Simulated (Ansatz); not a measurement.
Cl5FW (`[F][W]([Cl])([Cl])([Cl])([Cl])[Cl]`). The species carries charge 0 and has multiplicity 1. W: def2 effective core potential. The geometry is a stationary point of PBE0-D4/def2-TZVP.

```xyz
7

F    -0.185    1.345   -1.302
W    -0.003    0.019   -0.018
Cl   -1.123   -1.402   -1.412
Cl    1.971   -0.578   -1.000
Cl    1.107    1.523    1.294
Cl   -1.988    0.699    0.882
Cl    0.221   -1.606    1.554
```

Question: What is the dipole moment at B3LYP/def2-TZVPP? (An estimate is asked.)

Answer: The calculation gave: 0.76 D, with components (0.07, -0.55, 0.53) D in this frame, pointing from negative to positive charge.

Question: And with PBE, r2SCAN, ωB97M-V? (Best estimate.)

Answer: The calculation gave: PBE 0.63 D, r2SCAN 0.66 D, ωB97M-V 0.71 D.

Question: Give the Mulliken charges with B3LYP, PBE, r2SCAN in def2-TZVPP. (Estimate.)

Answer: The calculation gave: 
```tsv
atom	B3LYP	PBE	r2SCAN
F1	-0.23	-0.17	-0.22
W2	0.92	0.72	0.97
Cl3	-0.14	-0.11	-0.15
Cl4	-0.14	-0.11	-0.15
Cl5	-0.14	-0.11	-0.15
Cl6	-0.14	-0.11	-0.15
Cl7	-0.13	-0.10	-0.14
```

B3LYP here is the variant with VWN-RPA as its local correlation; programs differ in this.

Computed with Ansatz.
